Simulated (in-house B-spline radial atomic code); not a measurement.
# RPA and G0W0 on r2SCAN: the iodine ion I⁷⁺

Configuration [Kr] 4d10, mean-field start r2SCAN. Computed with a B-spline radial code for spherical atoms: all electrons, scalar-relativistic (spin-free one-electron X2C), finite nucleus, each spin shell either full or empty, empty states to l = 9 with an (l + 1/2)⁻⁴ tail; G0W0 by contour deformation at full frequency.

Command:
```bash
python run_gw.py task.json out
```
Settings (radii: box in bohr, nucleus in fm):
```
Z                        53
electrons                46
configuration            [Kr] 4d10
hamiltonian              x2c
method                   r2scan
lmax                     9
rms_radius               4.75
spin_polarised           False
box_radius               8.41
intervals                66
```

Cost of the run: 3.6 s on 1 thread of Arm Neoverse N1, with other jobs on the host.

Energies (hartree):

```csv
term,value
mean-field total,-7104.19918
Hartree-Fock functional on these orbitals,-7101.55637
direct second order,-4.0755
second-order exchange,1.1278
SOSEX correction,1.0655
```

(1) What is the RPA correlation energy, and what remains with SOSEX?

Quasi-particle levels (eV):

| level | occupied | mean field | Σx - vxc | Σc | QP weight | G0W0 |
| --- | --- | --- | --- | --- | --- | --- |
| 4d | yes | -140.62 | -11.25 | ? | ? | ? |
| 5s | no | -92.90 | 7.42 | -2.29 | 0.984 | -87.77 |

G0W0 = mean field + (Σx - vxc) + Σc, with Σc (partial-wave tail included) taken at the quasi-particle energy. Only the outer levels were computed. Levels of low weight are left out.

(2) Where does G0W0 put 4d?

Results:

(1) RPA gives -3.6631 hartree (-2.17 eV per electron); RPA + SOSEX gives -2.5975, and the second-order doubles -2.9477 hartree (no singles). SOSEX takes back 29 % of the RPA value.

(2) At -151.79 eV, with Σc = 0.08 eV and a quasi-particle weight of 0.967. The tabulated removal energy is 150.81 ± 0.1 eV (NIST, measured); the calculation leaves out spin-orbit coupling, Breit and QED terms, and what these don't explain is the method's own error.
